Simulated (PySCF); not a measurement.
## Ionising TlSi

UHF-MP2; PySCF, scalar-relativistic core potentials, basis sets Tl def2-SVP with ECP60, Si def2-SVP. Neutral (UHF): quartet (σ ↑, π ↑↑), Re = 2.674 Å, ωe = 244 cm⁻¹, De = 1.92 eV.

TlSi⁺ (UHF): triplet (σ ↑, π ↑), Re = 3.302 Å, ωe = 105 cm⁻¹. The energies at the minima are -460.43238 hartree for TlSi and -460.18811 for TlSi⁺.

(1) Work out the adiabatic ionisation energy, without and with harmonic zero-point energies (1 hartree = 27.2114 eV, 1 eV = 8065.5 cm⁻¹), and the change of the bond length.

Correlated steps freeze 9 core orbitals. Correlated levels converge slowly with the basis: in double zeta they bind strong bonds too weakly, by up to about 1 eV, and carry superposition errors of some tenths. These are scalar-relativistic numbers at best; spin–orbit coupling would shift them, the dissociation energy most. States were picked by a PBE0 search and need not be the measured ground states.

Results:

(1) At UHF-MP2: 0.24427 hartree = 6.647 eV between the minima; the zero-point term (105.0 − 244.0)/2 cm⁻¹ = -0.009 eV makes it 6.638 eV. Re changes by +62.8 pm against the neutral. The electron leaves a π orbital, and the ion is left as a loose complex of an ion and an atom.
